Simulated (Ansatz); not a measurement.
**Redistribution: C4H9Cl + CH2FI → C4H9I + CH2ClF**

Species: C4H9Cl (2-chloro-2-methylpropane) `CC(C)(C)Cl`, singlet; CH2FI `FCI`, singlet; C4H9I (tert-butyl iodide) `CC(C)(C)I`, singlet; CH2ClF `FCCl`, singlet. The partners trade Cl for I; both sit on C, so the bond types are kept.

Shapes, held fixed at every level: PBE0-D4/def2-TZVP. Programs: Ansatz 0.2.0. The zero-point and thermal change to 298 K, harmonic and unscaled (PBE0-D4/def2-TZVP), is +0.8 kJ/mol.

| level | kind | ΔH(298 K) (kJ/mol) | less CCSD(T)/def2-TZVPP |
| --- | --- | --- | --- |
| HF/def2-TZVPP | Hartree–Fock | +1.3 | +7.0 |
| PBE-D4/def2-TZVPP | GGA | -1.8 | +3.9 |
| BHLYP-D4/def2-TZVPP | global hybrid | -2.8 | +2.9 |
| r2SCAN0-D4/def2-TZVPP | global hybrid | -1.8 | +3.9 |
| wB97X-V/def2-TZVPP | range-separated hybrid | -0.7 | +5.0 |
| MP2/def2-SVP | perturbation theory | -8.3 | -2.6 |
| CCSD/def2-TZVPP | coupled cluster or CI | -4.6 | +1.1 |
| CCSD(T)/def2-TZVPP | coupled cluster or CI | -5.7 | 0.0 |

The highest level, CCSD(T)/def2-TZVPP, gives ΔH(298 K) = -5.7 kJ/mol; the levels span -8.3 to +1.3. They disagree on the sign: 1 of 8 are positive. The column of differences is taken from that level and isn't an error. No measured value is set beside it here. For atoms past krypton def2 sets carry core potentials with scalar relativity. Outer-core shells of I are correlated, in sets that cover them unevenly.
